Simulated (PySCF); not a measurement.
Si(Cl)(OH)2(NH2) (ClH₄NO₂Si), SMILES N[Si](O)(O)Cl. Geometry: PBE0-D3(BJ)/def2-SVP. Other conformers were not sampled.

Computed equilibrium geometry at PBE0-D3(BJ)/def2-SVP (PySCF confirms it by a frequency run) as a Z-matrix (one conformer of several):
```
Si
O 1 1.6450
H 2 0.9624 1 115.62
O 1 1.6505 2 105.05 3 -36.01
H 4 0.9617 1 116.08 2 179.57
N 1 1.7007 2 112.54 3 -160.51
H 6 1.0126 1 119.30 2 -97.47
H 6 1.0137 7 112.04 1 -148.09
Cl 1 2.0705 2 110.95 3 82.19
```
Charge 0, spin multiplicity 1.
